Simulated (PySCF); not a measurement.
An equivalent PySCF input for Br+ (bromine, charge +1), [Ar] 3d10 4s2 4p4, high-spin 3P determinant, with the spin-free X2C one-electron Hamiltonian (Gaussian nucleus):

```python
from pyscf import gto, scf, dft, mp, cc
import basis_set_exchange as bse
mol = gto.M(atom="Br 0 0 0", charge=1, spin=2, symmetry="D2h",
            basis=gto.basis.parse(bse.get_basis("x2c-TZVPall", elements=["Br"], fmt="nwchem", header=False)),
            nucmod="G")
mf = dft.UKS(mol, xc="M06L").sfx2c1e()
mf.irrep_nelec = {'Ag': (6, 6), 'B1g': (1, 1), 'B2g': (1, 1), 'B3g': (1, 1), 'B1u': (3, 2), 'B2u': (3, 3), 'B3u': (3, 2)}
mf.kernel()
```

It reaches the same state as the run whose output follows, with an energy that differs only through the grid. The run itself started from symmetry-adapted Hartree-Fock orbitals and held the occupation by maximum overlap, on a logarithmic radial grid, so the iterations belong to that start.

```
SCF conv_tol = 1e-09
number electrons alpha = 18  beta = 16
XC functionals = M06L
    Y. Zhao and D. G. Truhlar.,  J. Chem. Phys. 125, 194101 (2006)
    Y. Zhao and D. G. Truhlar.,  J. Chem. Phys. 125, 194101 (2006)
    Y. Zhao and D. G. Truhlar.,  Theor. Chem. Acc. 120, 215 (2008)
cycle= 1 E= -2605.68244644173  delta_E= -0.00814  |g|= 0.0414  |ddm|= 0.139
cycle= 2 E= -2605.68261381419  delta_E= -0.000167  |g|= 0.0279  |ddm|= 0.0265
cycle= 3 E= -2605.68269796457  delta_E= -8.42e-05  |g|= 0.00261  |ddm|= 0.0112
cycle= 4 E= -2605.68269984808  delta_E= -1.88e-06  |g|= 0.000541  |ddm|= 0.0027
cycle= 5 E= -2605.68269993495  delta_E= -8.69e-08  |g|= 2.88e-05  |ddm|= 0.000633
cycle= 6 E= -2605.68269993522  delta_E= -2.73e-10  |g|= 1.91e-06  |ddm|= 3.89e-05
converged SCF energy = -2605.68269993522  <S^2> = 2.0040278  2S+1 = 3.002684
```
